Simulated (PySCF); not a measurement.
C3H3BO3S.
Structure used (PBE0-D3(BJ)/def2-SVP), in Å, numbered top down from 1:
```
atom  x, y, z in Å
O1     0.2428    1.7570    1.4207
C2     0.9132    1.2999    0.5141
C3     0.5142    0.1269   -0.2678
C4     1.2705   -0.3217   -1.2585
S5     2.1360   -0.8581   -2.4198
B6    -0.8531   -0.6048    0.0784
O7    -1.2005   -1.7003   -0.6417
O8    -1.6192   -0.1187    1.0723
H9     1.8835    1.7740    0.2437
H10   -2.0461   -2.0568   -0.3470
H11   -1.1853    0.6676    1.4670
```

Computed with PBE0-D3(BJ)/def2-SVP geometry optimisation, gas phase in PySCF.

Take the most abundant isotopes and a rigid rotor. The values belong to one conformer with, in the numbering `[O:1]=[CH:2][C:3](=[C:4]=[S:5])[B:6]([OH:7])[OH:8]`, O1–C2–C3–C4 179°, C3–B6–O7–H 180°, C3–B6–O8–H 0°.

(1) What are A, B and C (GHz)?

(2) What kind of rotor is it?

(3) Is it planar, by Δ = Ic − Ia − Ib?

(4) Which types of transition are allowed, and where do some lines up to J = 4 fall?

## Answers

(1) Ia = 199.24, Ib = 437.94, Ic = 637.15 u·Å²; 505379 MHz·u·Å²/I gives 2537, 1154 and 793.2 MHz, that is A = 2.5366, B = 1.1540, C = 0.7932 GHz.

(2) An asymmetric top: κ = (2 × 1154 − 2537 − 793.2)/(2537 − 793.2) = -0.59.

(3) Not planar: Δ = Ic − Ia − Ib = -0.03 u·Å². For a rigid frame Δ = −2 Σ m c², so Σ m c² = 0.02 u·Å² lies off the ab plane: 0.00 from hydrogen and 0.01 from heavier atoms. The atom farthest from that plane is 0.03 Å away.

(4) The dipole components are |μa| = 2.01 D, |μb| = 0.11 D, |μc| = 0.00 D; the mirror of this Cs structure is the ab plane, so μc vanishes by symmetry and there are no c-type lines. Intensities carry the squares of the components, which stand as 1.00 : 0.00 (a : b). Some of the stronger lines:

```
type  branch         J(Ka,Kc)   MHz  lower level (cm⁻¹)
   a       Q  1(1,0) ← 1(1,1)   361               0.111
   a       Q  2(1,1) ← 2(1,2)  1082               0.229
   a       R  1(0,1) ← 0(0,0)  1947               0.000
   a       Q  3(1,2) ← 3(1,3)  2158               0.405
   a       R  2(1,2) ← 1(1,1)  3534               0.111
   a       Q  4(1,3) ← 4(1,4)  3562               0.637
   a       R  2(0,2) ← 1(0,1)  3833               0.065
   a       R  2(1,1) ← 1(1,0)  4255               0.123
   a       R  3(1,3) ← 2(1,2)  5265               0.229
   a       R  3(0,3) ← 2(0,2)  5605               0.193
   a       R  3(2,2) ← 2(2,1)  5842               0.403
   a       R  3(1,2) ← 2(1,1)  6340               0.265
   a       R  4(1,4) ← 3(1,3)  6961               0.405
   a       R  4(0,4) ← 3(0,3)  7256               0.380
   a       R  4(2,3) ← 3(2,2)  7740               0.598
   a       R  4(3,1) ← 3(3,0)  7934               0.860
   a       R  4(2,2) ← 3(2,1)  8273               0.608
   a       R  4(1,3) ← 3(1,2)  8365               0.477
```

No frequency check. Zero-point vibration and centrifugal distortion are left out. Quadrupole hyperfine structure (11B) is left out.
